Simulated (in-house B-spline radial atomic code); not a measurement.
The numbers below are computed, except where a source is named.
Correlation energy from the adiabatic connection: −V exp(−r²/w²), V = 3.01, w = 2.17

Two electrons in a singlet, external potential −V exp(−r²/w²), V = 3.01, w = 2.17 (atomic units). Full CI in B-splines (partial waves to l = 8, correlation up to 0.6 % small) with the density held fixed gives W(λ) = <V_ee>_λ − U, and E_c is the integral of W(λ) − W(0) from 0 to 1.

| λ | W(λ) − W(0) (hartree) |
| --- | --- |
| 0 | 0.00000 |
| 0.02 | -0.00191 |
| 0.05 | -0.00474 |
| 0.12 | -0.01111 |
| 0.25 | -0.02216 |
| 0.4 | -0.03380 |
| 0.6 | -0.04767 |
| 0.8 | -0.05995 |
| 1 | -0.07086 |

**Question.** Integrate the table by the trapezoid rule.

**Answer.** The strips give -0.00002, -0.00010, -0.00055, -0.00216, -0.00420, -0.00815, -0.01076, -0.01308, which sum to -0.03902 hartree. The direct value, W(1) − W(0) + T_c with T_c = 0.03173, is -0.03912; the curve is convex, so chords lie above it and the trapezoids fall short in size by 0.26 %.

**Question.** Now use only three numbers: W(0) = -0.67332, the initial slope W'(0) = -0.0964 (extrapolated from the first points) and the strong-coupling limit of the point-charge-plus-continuum model, W∞ = -0.9342. What do second-order theory and the interpolation W(λ) = W∞ + (W(0) − W∞)/√(1 + 2χλ) of Seidl, Perdew and Levy give?

**Answer.** Second order keeps the slope alone: E_c = W'(0)/2 = -0.04820, +23 % in size against -0.03912. Matching the slope fixes χ = W'(0)/(W∞ − W(0)) = -0.0964/(-0.26088) = 0.36952. Integrating, with s = √(1 + 2χ) = 1.318726, E_c = −(W(0) − W∞)(s − 1)/(s + 1) = −0.26088 × 0.318726/2.318726 = -0.03586 hartree, -8.3 % in size against the full result. At λ = 1 the formula gives W − W(0) = -0.06305 against -0.07086. Part of the miss can come from the model's W∞.
